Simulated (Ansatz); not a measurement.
Breaking the Cd1–H2 bond in CdH4Si (SMILES [SiH3][CdH]) (multiplicity 1 held, fragments rigid). Energies count from the point at 1.699 Å.
Geometry at that point (charge 0, multiplicity 1):
```xyz
6

Cd    -0.5664    -0.3105    -0.0798
H     -2.0453    -1.1213    -0.2881
Si     1.6349     0.8963     0.2303
H      2.2491     0.5938     1.5500
H      1.4709     2.3720     0.1537
H      2.6257     0.5132    -0.8099
```

Active spaces are followed from a long bond inwards.

Frozen-core correlation.

The values were computed with Ansatz (Gaussian basis) for Hartree–Fock, density functionals and correlated methods. Each number belongs to the level named beside it. In def2 rows elements past Kr take small-core potentials, without spin–orbit coupling.

Question: Predict the energy at R = 5.438 Å from FIC-MRCISD+Q on CASSCF(2,2)/def2-TZVPP.

Answer: 299 kJ/mol

Question: What energy at R = 5.438 Å does FIC-MRCISD on CASSCF(2,2)/def2-TZVPP give?

Answer: 293 kJ/mol

Ansatz is a first-principles code.
